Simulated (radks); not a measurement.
Task: The mean radii <r> (bohr) of the occupied orbitals of an atom or ion are listed with their occupations. Calculated with a radial shooting solver on a logarithmic mesh with Libxc functionals: scalar-relativistic Kohn-Sham, Wu-Cohen GGA, spin-polarised, spherical densities, finite nucleus; Fermi nuclear charge, rms radius of each element as measured or else 0.836 A^(1/3) + 0.57 fm.

orbital  occ.      <r>
1s up       1  0.01580
1s down     1  0.01580
2s up       1  0.06647
2s down     1  0.06646
2p up       3  0.06051
2p down     3  0.06051
3s up       1   0.1699
3s down     1   0.1699
3p up       3   0.1714
3p down     3   0.1714
3d up       5   0.1548
3d down     5   0.1548
4s up       1   0.3445
4s down     1   0.3445
4p up       3   0.3573
4p down     3   0.3575
4d up       3   0.3553

Name the element and its charge. Open shells, if any, are filled with parallel spins first.

Result: Z = 83, bismuth, charge +44: Bi44+ in [Kr] 4d3. The 1s radius gives Z: for a bare nucleus <r> = (2 gamma + 1)/(2Z) with gamma = sqrt(1 - (Z/c)^2), 0.01561 bohr for Z = 83, and screening makes it slightly larger (0.01580 here). The occupations add up to 39, and the charge is Z minus that.
